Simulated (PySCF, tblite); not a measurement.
One entry of a table of gas-phase calculations, keyed by method. Lists by class give the value and the number of equivalent atoms.

```json
{
 "formula": "C3H7FNSi",
 "smiles": "F[C@H]1[CH][SiH2]NC1",
 "inchi": "InChI=1S/C3H7FNSi/c4-3-1-5-6-2-3/h2-3,5H,1,6H2/t3-/m1/s1",
 "charge": 0,
 "multiplicity": 2,
 "geometry_level": "GFN2-xTB",
 "atoms_angstrom": [
  ["F", -1.197, 1.868, 1.072],
  ["C", -0.533, 1.133, 0.099],
  ["C", 0.891, 0.922, 0.412],
  ["Si", 1.417, -0.776, -0.082],
  ["N", -0.195, -1.126, -0.589],
  ["C", -1.209, -0.234, -0.089],
  ["H", -0.639, 1.734, -0.822],
  ["H", 1.421, 1.702, 0.926],
  ["H", 1.943, -1.56, 1.047],
  ["H", 2.289, -0.905, -1.253],
  ["H", -0.54, -2.038, -0.835],
  ["H", -1.608, -0.547, 0.887],
  ["H", -2.046, -0.172, -0.792]
 ],
 "electronic_structure_code": "PySCF",
 "results": {
  "GFN2-xTB geometry": {
   "point_group": "C1",
   "rotational_constants_GHz": [5.808, 2.223, 1.718]
  },
  "GFN2-xTB harmonic vibrations, gas phase": {
   "strongest_ir_bands_cm-1_km_per_mol_modes": [
    [662.5, 115.2, 1],
    [805.5, 88.5, 1],
    [834.0, 121.6, 1],
    [836.9, 171.3, 1],
    [2159.4, 391.8, 1],
    [2230.5, 253.6, 1]
   ],
   "zpe_kcal_per_mol": 58.2
  },
  "UKS B3LYP, pcH-1 on C F H N Si, non-relativistic, mean-field spin-orbit, GIAO": {
   "g_iso": 2.00256,
   "g_tensor": [2.00213, 2.00274, 2.00281],
   "s2": 0.754,
   "a_iso_by_class_MHz": [
    ["1H", 134.2, 1],
    ["19F", 115.1, 1],
    ["13C", 78.2, 1],
    ["1H", -57.1, 1],
    ["29Si", 41.6, 1]
   ],
   "spin_populations_mulliken_by_atom": [0.01, -0.07, 1.0, -0.04, 0.02, 0.01, 0.06, -0.04, 0.02, 0.02, 0.0, 0.0, 0.0]
  }
 }
}
```

⟨S²⟩ is 0.004 above the pure-spin value S(S + 1) = 0.75. At 9.50 GHz, hν = g·μB·B₀ (B₀ the magnetic field) puts the centre of the isotropic spectrum, to first order, at 338.9 mT.

 In GFN2-xTB open shells enter through the occupations alone, without spin polarisation, so single modes can be far off. Hyperfine couplings depend on the geometry, which wasn't re-optimised at a DFT level.

For the EPR job (B3LYP), time: 47 s (with the writing of density and orbital grids); peak memory 0.90 GiB. Hardware: one thread, Arm Neoverse V1 (aarch64), on a shared host.

One conformer stands for the species.
